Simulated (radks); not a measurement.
Spherical quantum dot in the effective-mass picture: electrons in a parabolic well V = omega^2 r^2 / 2 with omega = 1.35, all in effective atomic units (hartree* = m*/eps^2 hartree, bohr* = eps/m* bohr), one dielectric constant everywhere. Calculated with a radial shooting solver with Libxc functionals: non-relativistic Kohn-Sham, PBEsol, spin-polarised, spherical densities. Levels are named by radial order and angular momentum (1s, 1p, 1d, 2s, ...), and open shells are averaged over m.

N = 23, configuration 1s2 1p6 1d10 2s2 1f(up 3, down 0). This is the lowest configuration that the search found. Occupied and some empty levels:

| level | occupation | eigenvalue (hartree*) | <r> (bohr*) |
|---|---|---|---|
| 1s up | 1 | 13.821 | 1.438 |
| 1s down | 1 | 13.842 | 1.421 |
| 1p up | 3 | 14.445 | 1.794 |
| 1p down | 3 | 14.481 | 1.782 |
| 1d up | 5 | 15.156 | 2.044 |
| 1d down | 5 | 15.200 | 2.037 |
| 2s up | 1 | 15.321 | 1.770 |
| 2s down | 1 | 15.354 | 1.776 |
| 1f up | 3 | 15.942 | 2.242 |
| 1f down | 0 | 15.992 | 2.239 |
| 2p up | 0 | 16.192 | 1.992 |
| 2p down | 0 | 16.224 | 1.996 |
| 1g up | 0 | 16.794 | 2.410 |
| 1g down | 0 | 16.846 | 2.410 |
| 2d up | 0 | 17.105 | 2.199 |
| 2d down | 0 | 17.138 | 2.202 |

Energy (hartree*): total 225.401, kinetic 29.336, external 85.168, Hartree 123.05, exchange-correlation -12.157.

Electron density:

| r (bohr*) | n(r) (e/bohr*^3) |
|---|---|
| 0.283 | 0.5006 |
| 0.587 | 0.4279 |
| 0.891 | 0.3733 |
| 1.20 | 0.3675 |
| 1.50 | 0.3809 |
| 1.80 | 0.3575 |
| 2.11 | 0.2745 |
| 2.41 | 0.1631 |
| 2.71 | 0.07238 |
| 3.02 | 0.02364 |
| 3.32 | 0.005717 |
| 3.63 | 0.001031 |
| 3.93 | 0.0001367 |
